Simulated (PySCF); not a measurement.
**Interval between two levels of Xe³⁺ by level of theory**

Xe³⁺ [Kr] 4d10 5s2 5p3 [4S3/2, M_J = 3/2] → Xe³⁺ [Kr] 4d10 5s1 5p4 [4P5/2, M_J = 5/2], as a difference of total energies. Computed with PySCF 2.14 in x2c-TZVPall-2c (8s9p5d2f, 74 functions), with the two-component X2C-1e Hamiltonian. Correlated levels: [Ar] 3d10 frozen; the 6 highest virtual spinors dropped. "Screened" scales the spin-orbit matrix elements by Boettger's factors to mimic the two-electron term; Breit and QED terms are absent.

| method | interval between two levels (cm⁻¹) |
| --- | --- |
| GHF (spin-free) | 105460 |
| GMP2 (spin-free) | 107410 |
| GHF (screened spin-orbit) | 102450 |
| GMP2 (screened spin-orbit) | 104260 |

The labels give the starting determinants; with spin-orbit coupling the two ends relaxed to ⟨J²⟩ = 3.76, ⟨L²⟩ = 0.21, ⟨S²⟩ = 3.53 and ⟨J²⟩ = 8.76, ⟨L²⟩ = 2.12, ⟨S²⟩ = 3.71.
